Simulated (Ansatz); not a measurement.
Job for Ansatz (an electronic-structure program): U-wB97X-V/def2-TZVPP on CdH3N (SMILES [NH2][CdH]), a point of a bond scan (R = 1.987 Å). Elements past Kr take the def2 small-core potentials; no spin–orbit coupling.

Ansatz 0.2 input:
```yaml
crystal:
  periodic: [false, false, false]
  atoms:
    - {symbol: Cd, position_ang: [-0.19315055, -0.04077904, -0.22746535]}
    - {symbol: H, position_ang: [-1.41250332, -0.27546756, -1.77897872]}
    - {symbol: N, position_ang: [1.16167798, 0.26842501, 1.25041043]}
    - {symbol: H, position_ang: [1.49906634, -0.57553431, 1.69861765]}
    - {symbol: H, position_ang: [0.84969212, 0.89030603, 1.98723929]}
basis:
  gaussian:
    orbitals: def2-TZVPP
hamiltonian:
  xc: {name: wB97X-V}
magnetization: {spin_polarized: true, initial_magnetization: 0}
```

Question: Predict the final total energy.

Answer: -224.2608 hartree.

Question: How many basis functions does it have, and what does it roughly cost on one machine?

Answer: 129 functions; very roughly 9 core-seconds.
